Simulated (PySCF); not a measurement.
**Static response to an electric field**

Zn(N(SiH3)2)2 (singlet state).
Cartesian coordinates in Å at the PBE0-D3(BJ)/def2-SVP level; atoms count from 1:
```
atom  x, y, z in Å
Zn1   -0.0084   -0.0043    0.0041
N2    -0.0011   -0.0095    1.8328
Si3   -1.5221    0.1671    2.6603
Si4    1.5225   -0.1946    2.6530
H5    -1.8681   -1.0339    3.4860
H6    -2.5948    0.3465    1.6277
H7    -1.5381    1.3586    3.5677
H8     1.8367    0.9743    3.5352
H9     2.6004   -0.3046    1.6171
H10    1.5656   -1.4269    3.5038
N11   -0.0143    0.0063   -1.8247
Si12   0.0699    1.5442   -2.6351
Si13  -0.0823   -1.5186   -2.6601
H14    1.3121    1.6917   -3.4592
H15    0.0752    2.6204   -1.5909
H16   -1.1014    1.7712   -3.5407
H17   -1.2747   -1.6195   -3.5608
H18   -0.1749   -2.6086   -1.6345
H19    1.1351   -1.7663   -3.4972
```

Level: B3LYP/def2-SVPD (PySCF), static field, nuclei fixed, core orbitals frozen in the response. The polarisability tensor in these axes (au):

```
x   135.02  -1.03   0.06
y    -1.03 135.38  -0.12
z     0.06  -0.12 171.10
```

Task: Diagonalise the tensor; give its mean and Δα, where Δα² is half the sum of the squared differences of the eigenvalues.

Result: Principal values 134.16, 136.25 and 171.10 au; mean 147.17 au = 21.81 Å³ = 24.26 × 10⁻⁴⁰ C²·m²/J; Δα = 35.95 au (24 % of the mean).

Task: What is the dipole moment?

Result: 0.01 D at this geometry.

Task: Refractivity n − 1 of an ideal gas of it at 500 K and 1 atm, from the electronic α?

Result: N = p/kT = 1.4678 × 10¹⁹ cm⁻³, so n − 1 = 2π × N × 21.81 × 10⁻²⁴ cm³ = 2011 × 10⁻⁶ at long wavelengths, for an ideal gas.

Task: Sum over states: ᾱ = Σ f/ω², ω in Eh. What share falls to these 15 lowest TDDFT singlets (eV, f)? 4.77, 0.0061; 4.81, 0.0073; 5.95, 0.0004; 5.96, 0.0000; 6.06, 0.0149; 6.13, 0.0000; 6.40, 0.2299; 6.45, 0.0000; 6.46, 0.0019; 6.49, 0.0017; 6.65, 0.0015; 6.66, 0.0001; 6.87, 0.0241; 6.89, 0.0322; 6.92, 0.0000.

Result: They add up to 5.88 au, 4.0 % of the 147.17 au; the largest single term is 4.16 au, from the state at 6.40 eV. Terms in order: 0.20, 0.23, 0.01, 0.00, 0.30, 0.00, 4.16, 0.00, 0.03, 0.03, 0.03, 0.00, 0.38, 0.50, 0.00 au. Higher excitations give the rest. The strengths listed sum to 0.320.

Task: Directions of the eigenvectors, and the extent of the frame along each?

Result: Largest value along (0.00, 0.00, 1.00), where the nuclei span 7.12 Å; middle along (-0.64, 0.77, 0.00), 4.15 Å; least along (0.77, 0.64, 0.00), 4.18 Å. 

Isolated species at its PBE0-D3(BJ)/def2-SVP geometry, gas phase.
